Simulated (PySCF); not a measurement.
Al(H)(Me)(OEt) (C3H9AlO), SMILES [CH3][AlH][O]CC. Coordinates come from a PBE0-D3(BJ)/def2-SVP optimisation. One conformer was computed; it need not be the lowest.

Computed equilibrium geometry at PBE0-D3(BJ)/def2-SVP (PySCF confirms it by a frequency run) as bond lengths and angles (one conformer of several):
Atoms: Al1 H2 C3 H4 H5 H6 O7 C8 C9 H10 H11 H12 H13 H14. Bond lengths (Å): Al1–H2 1.592, Al1–C3 1.944, Al1–O7 1.705, C3–H4 1.101, C3–H5 1.103, C3–H6 1.103, O7–C8 1.394, C8–C9 1.515, C8–H10 1.109, C8–H11 1.106, C9–H12 1.101, C9–H13 1.101, C9–H14 1.101. Angles (°): H2–Al1–C3 124.5, H2–Al1–O7 117.5, C3–Al1–O7 118.0, Al1–C3–H4 111.9, Al1–C3–H5 111.1, Al1–C3–H6 111.1, H4–C3–H5 108.0, H4–C3–H6 108.0, H5–C3–H6 106.4, Al1–O7–C8 136.9, O7–C8–C9 111.3, O7–C8–H10 111.4, O7–C8–H11 108.9, C9–C8–H10 109.5, C9–C8–H11 109.3, H10–C8–H11 106.3, C8–C9–H12 110.8, C8–C9–H13 111.0, C8–C9–H14 110.4, H12–C9–H13 108.2, H12–C9–H14 107.9, H13–C9–H14 108.5.
Charge 0, spin multiplicity 1.
